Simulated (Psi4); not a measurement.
C3H6O3, triplet, geometry from GFN2-xTB (a higher spin typed on purpose: for a closed-shell molecule this is an excited state); SVWN/STO-3G run with Psi4.

Here is a job for Psi4.
```
memory 2 GB

molecule {
0 3
  C     1.84417598   -0.21486119   -0.64407116
  O     1.12497198   -0.47866482    0.52247035
  C    -0.02993387    0.32711662    0.73690745
  O    -0.07878555    1.48154975    0.19784924
  O    -1.08884693   -0.59104353    0.48242837
  C    -1.78851403   -0.39926518   -0.70977666
  H     2.06116808    0.85717789   -0.72547480
  H     2.74960368   -0.82047779   -0.58516808
  H     1.28174713   -0.51850982   -1.54102116
  H    -2.62951586   -1.09353471   -0.68246175
  H    -1.16625086   -0.64277602   -1.58529880
  H    -2.10983665    0.64544776   -0.80091696
}

set basis sto-3g
set reference uks

energy('svwn')
print_variables()
```

The log (banner, timings and long lists left out):

```
   => Loading Basis Set <=

    Name: STO-3G
    Role: ORBITAL
    Keyword: BASIS

         ---------------------------------------------------------
                                   SCF
               by Justin Turney, Rob Parrish, Andy Simmonett
                          and Daniel G. A. Smith
                              UKS Reference
         ---------------------------------------------------------

  ==> Geometry <==

    Molecular point group: c1
    Full point group: C1

    Geometry (in Angstrom), charge = 0, multiplicity = 3:

       Center              X                  Y                   Z               Mass
    ------------   -----------------  -----------------  -----------------  -----------------
         C            1.846233432735    -0.232169229593    -0.709247075408    12.000000000000
         O            1.127029432735    -0.495972859593     0.457294434592    15.994914619570
         C           -0.027876417265     0.309808580407     0.671731534592    12.000000000000
         O           -0.076728097265     1.464241710407     0.132673324592    15.994914619570
         O           -1.086789477265    -0.608351569593     0.417252454592    15.994914619570
         C           -1.786456577265    -0.416573219593    -0.774952575408    12.000000000000
         H            2.063225532735     0.839869850407    -0.790650715408     1.007825032230
         H            2.751661132735    -0.837785829593    -0.650343995408     1.007825032230
         H            1.283804582735    -0.535817859593    -1.606197075408     1.007825032230
         H           -2.627458407265    -1.110842749593    -0.747637665408     1.007825032230
         H           -1.164193407265    -0.660084059593    -1.650474715408     1.007825032230
         H           -2.107779197265     0.628139720407    -0.866092875408     1.007825032230

  Running in c1 symmetry.

  Rotational constants: A =      0.19988  B =      0.09564  C =      0.08497 [cm^-1]
  Rotational constants: A =   5992.18579  B =   2867.09469  C =   2547.34757 [MHz]
  Nuclear repulsion =  252.666173499106492

  Charge       = 0
  Multiplicity = 3
  Electrons    = 48
  Nalpha       = 25
  Nbeta        = 23

  ==> Algorithm <==

  SCF Algorithm Type is DF.
  DIIS enabled.
  MOM disabled.
  Fractional occupation disabled.
  Guess Type is SAD.
  Energy threshold   = 1.00e-06
  Density threshold  = 1.00e-06
  Integral threshold = 1.00e-12

  ==> Primary Basis <==

  Basis Set: STO-3G
    Blend: STO-3G
    Number of shells: 24
    Number of basis functions: 36
    Number of Cartesian functions: 36
    Spherical Harmonics?: true
    Max angular momentum: 1

  ==> DFT Potential <==

   => LibXC <=

    Version 7.1.2
    S. Lehtola, C. Steigemann, M. J. T. Oliveira, and M. A. L. Marques,  SoftwareX 7, 1–5 (2018) (10.1016/j.softx.2017.11.002)

   => Composite Functional: SVWN <=

    Slater exchange
    Vosko, Wilk & Nusair (VWN5_RPA)
    P. A. M. Dirac,  Math. Proc. Cambridge Philos. Soc. 26, 376 (1930) (10.1017/S0305004100016108)
    F. Bloch,  Z. Phys. 57, 545 (1929) (10.1007/BF01340281)
    S. H. Vosko, L. Wilk, and M. Nusair,  Can. J. Phys. 58, 1200 (1980) (10.1139/p80-159)

    Deriv               =              1
    GGA                 =          FALSE
    Meta                =          FALSE

    Exchange Hybrid     =          FALSE
    MP2 Hybrid          =          FALSE

   => Exchange Functionals <=

    1.0000         XC_LDA_X

   => Correlation Functionals <=

    1.0000   XC_LDA_C_VWN_RPA

   => LibXC Density Thresholds  <==

    XC_LDA_C_VWN_RPA:  1.00E-15
    XC_LDA_X:  1.00E-15

   => Molecular Quadrature <=

    Radial Scheme          =       TREUTLER
    Pruning Scheme         =           NONE
    Nuclear Scheme         =       TREUTLER

    Blocking Scheme        =         OCTREE
    BS radius alpha        =              1
    Pruning alpha          =              1
    Radial Points          =             75
    Spherical Points       =            302
    Total Points           =         253741
    Total Blocks           =           1923
    Max Points             =            256
    Max Functions          =             34
    Weights Tolerance      =       1.00E-15

   => Loading Basis Set <=

    Name: (STO-3G AUX)
    Role: JKFIT
    Keyword: DF_BASIS_SCF

  ==> Integral Setup <==

  SCF_SUBTYPE=INCORE selected. In-core MEM_DF algorithm will be used.
  Using in-core AOs.

  ==> MemDFJK: Density-Fitted J/K Matrices <==

    J tasked:                   Yes
    K tasked:                    No
    wK tasked:                   No
    Algorithm:                 Core
    Schwarz Cutoff:           1E-12
    Mask sparsity (%):       1.5432
    Fitting Condition:        1E-10

   => Auxiliary Basis Set <=

  Basis Set: (STO-3G AUX)
    Blend: DEF2-UNIVERSAL-JKFIT
    Number of shells: 186
    Number of basis functions: 564
    Number of Cartesian functions: 666
    Spherical Harmonics?: true
    Max angular momentum: 4

  Minimum eigenvalue in the overlap matrix is 2.2890861560E-01.
  Reciprocal condition number of the overlap matrix is 9.9881282197E-02.
    Using symmetric orthogonalization.

  ==> Pre-Iterations <==

  SCF Guess: Superposition of Atomic Densities via on-the-fly atomic UHF (no occupation information).

   -------------------------
    Irrep   Nso     Nmo
   -------------------------
     A         36      36
   -------------------------
    Total      36      36
   -------------------------

  ==> Iterations <==

                           Total Energy        Delta E     RMS |[F,P]|

   @DF-UKS iter SAD:  -334.95288333217331   -3.34953e+02   0.00000e+00
   @DF-UKS iter   1:  -336.92403660798936   -1.97115e+00   1.20088e-02 ADIIS/DIIS
   @DF-UKS iter   2:  -334.25623014774948    2.66781e+00   5.51187e-02 ADIIS/DIIS
   @DF-UKS iter   3:  -336.80088417242661   -2.54465e+00   1.81677e-02 ADIIS/DIIS
   @DF-UKS iter   4:  -337.01883282564762   -2.17949e-01   8.78949e-03 ADIIS/DIIS
   @DF-UKS iter   5:  -337.06604065630864   -4.72078e-02   5.25019e-03 ADIIS/DIIS
   @DF-UKS iter   6:  -337.05214943035389    1.38912e-02   6.15880e-03 ADIIS/DIIS
   @DF-UKS iter   7:  -336.99919454063769    5.29549e-02   8.80373e-03 ADIIS/DIIS
   @DF-UKS iter   8:  -336.99494478515396    4.24976e-03   8.99739e-03 ADIIS/DIIS
   @DF-UKS iter   9:  -336.99970139577812   -4.75661e-03   8.72039e-03 ADIIS/DIIS
   @DF-UKS iter  10:  -337.05251927693735   -5.28179e-02   6.09050e-03 ADIIS/DIIS
   @DF-UKS iter  11:  -337.03323082698176    1.92884e-02   7.16464e-03 ADIIS/DIIS
   @DF-UKS iter  12:  -337.01261847630974    2.06124e-02   8.03060e-03 ADIIS/DIIS
   @DF-UKS iter  13:  -337.02730107427533   -1.46826e-02   7.38954e-03 ADIIS/DIIS
   @DF-UKS iter  14:  -337.09462259427823   -6.73215e-02   2.36295e-04 ADIIS/DIIS
   @DF-UKS iter  15:  -337.09373534251756    8.87252e-04   9.45569e-04 ADIIS/DIIS
   @DF-UKS iter  16:  -337.09461594628766   -8.80604e-04   2.42536e-04 ADIIS/DIIS
   @DF-UKS iter  17:  -337.09466216120461   -4.62149e-05   1.24672e-04 ADIIS/DIIS
   @DF-UKS iter  18:  -337.09467782677183   -1.56656e-05   2.88987e-05 DIIS
   @DF-UKS iter  19:  -337.09467867083782   -8.44066e-07   6.24794e-06 DIIS
   @DF-UKS iter  20:  -337.09467871229555   -4.14577e-08   5.31636e-07 DIIS
  Energy and wave function converged.

  ==> Post-Iterations <==

   Electrons on quadrature grid:
      Nalpha   =   24.9999852477 ; deviation = -1.475e-05
      Nbeta    =   22.9999830503 ; deviation = -1.695e-05
      Ntotal   =   47.9999682979 ; deviation = -3.170e-05

   @Spin Contamination Metric:   1.313564969E-03
   @S^2 Expected:                2.000000000E+00
   @S^2 Observed:                2.001313565E+00
   @S   Expected:                1.000000000E+00
   @S   Observed:                1.000000000E+00

    Orbital Energies [Eh]
    ---------------------

    Alpha Occupied:

[...]
      25A     -0.011284

    Alpha Virtual:

[...]
    Beta Occupied:

[...]
    Beta Virtual:

[...]
      36A      0.535945

    Final Occupation by Irrep:
              A
    DOCC [    23 ]
    SOCC [     2 ]
    NA   [    25 ]
    NB   [    23 ]

  @DF-UKS Final Energy:  -337.09467871229555

   => Energetics <=

    Nuclear Repulsion Energy =            252.6661734991064918
    One-Electron Energy =                -966.2108721316928950
    Two-Electron Energy =                 418.9950576898243071
    DFT Exchange-Correlation Energy =     -42.5450377695333870
    Empirical Dispersion Energy =           0.0000000000000000
    VV10 Nonlocal Energy =                  0.0000000000000000
    Total Energy =                       -337.0946787122955470

  UHF NO Occupations:
  HONO-2 :   23  A 1.9996051
  HONO-1 :   24  A 1.0000000
  HONO-0 :   25  A 1.0000000
  LUNO+0 :   26  A 0.0003949
  LUNO+1 :   27  A 0.0001457
  LUNO+2 :   28  A 0.0000456
  LUNO+3 :   29  A 0.0000436

Computation Completed

Properties will be evaluated at   0.000000,   0.000000,   0.000000 [a0]

Properties computed using the SCF density matrix

 Multipole Moments:

 ------------------------------------------------------------------------------------
     Multipole            Electronic (a.u.)      Nuclear  (a.u.)        Total (a.u.)
 ------------------------------------------------------------------------------------

 L = 1.  Multiply by 2.5417464519 to convert [e a0] to [Debye]
 Dipole X            :         -0.1568625            0.1866251            0.0297625
 Dipole Y            :          1.3306710           -1.5699578           -0.2392868
 Dipole Z            :          4.9382155           -5.9119024           -0.9736869
 Magnitude           :                                                    1.0031003

 ------------------------------------------------------------------------------------

  Variable Map:
  ----------------------------------------------------------------------------
[...]
  Array Variable Map:
  ----------------------------------------------------------------------------
[...]
[...]
```
